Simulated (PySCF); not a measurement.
Assigning NMR signals

Bonds (- single, = double, # triple, : aromatic): F1-C2, C2-F3, C2-O4, O4-C5, C5-Si6, C5-C7, C7-F8, C7-Si9. C2 carries H10; C5 carries H11; Si6 carries H12, H13, H14; C7 carries H15; Si9 carries H16, H17, H18. Stereochemistry as in FC(F)O[C@@H]([SiH3])[C@@H](F)[SiH3].

[PySCF: geometry: GFN2-xTB; shielding tensors at PBE0/pcSseg-1 (GIAO); averaged over atoms made equivalent by symmetry, fast rotation or ring inversion; isolated molecule; one computed conformer; non-relativistic]

Chemical shifts δ = σref − σ; ¹³C and ¹H vs TMS, all at this level.

**Question.** Assign these signals to the numbered atoms. ¹³C{¹H} NMR (computed): δ 126.5 (CH), 96.1 (CH), 72.5 (CH).

**Answer.** 
| δ (ppm) | atoms | environment | reason |
| --- | --- | --- | --- |
| 126.5 | C2 | sp3 CH bonded to 2 F and O | 3 electronegative neighbours deshield it |
| 96.1 | C7 | sp3 CH bonded to F and Si | deshielded by the electronegative neighbour |
| 72.5 | C5 | sp3 CH bonded to O and Si | the inductive effect lowers its shielding |

**Question.** Assign these signals to the numbered atoms. ¹H NMR (400 MHz, computed): δ 6.84 (m, 1H), 5.54 (m, 1H), 4.47 (m, 1H), 3.94 (d, 3H), 3.94 (m, 3H).

**Answer.** 
| δ (ppm) | atoms | environment | reason |
| --- | --- | --- | --- |
| 6.84 | H10 | hydrogen on an sp3 CH bonded to 2 F and O | its carbon carries F and O, which withdraws density |
| 5.54 | H15 | hydrogen on an sp3 CH bonded to F and Si | its carbon carries F, which withdraws density |
| 4.47 | H11 | hydrogen on an sp3 CH bonded to O and Si | its carbon carries O, an electronegative neighbour |
| 3.94 | H12/H13/H14 | hydrogen on a silicon bonded to C | – |
| 3.94 | H16/H17/H18 | hydrogen on a silicon bonded to C | – |

H12/H13/H14 and H16/H17/H18 lie closer than the usual error of such a calculation, so a measured spectrum could show them in the other order.

Splittings by ¹⁹F in the carbon and heteronuclear signals aren't shown, as no couplings were computed. Shifts are as computed. Against solution values, carbons near 30 ppm lie about +3 ppm off and those near 130 ppm about +5 ppm. Of 1309 compounds with measured shifts, 239 miss one by over three times the rms of a fit or turn the order of signals round; such compounds aren't used in these exercises. Multiplicities follow the n + 1 count of equivalent neighbours, as no J values were calculated; m marks all less simple cases, F and P coupling included.
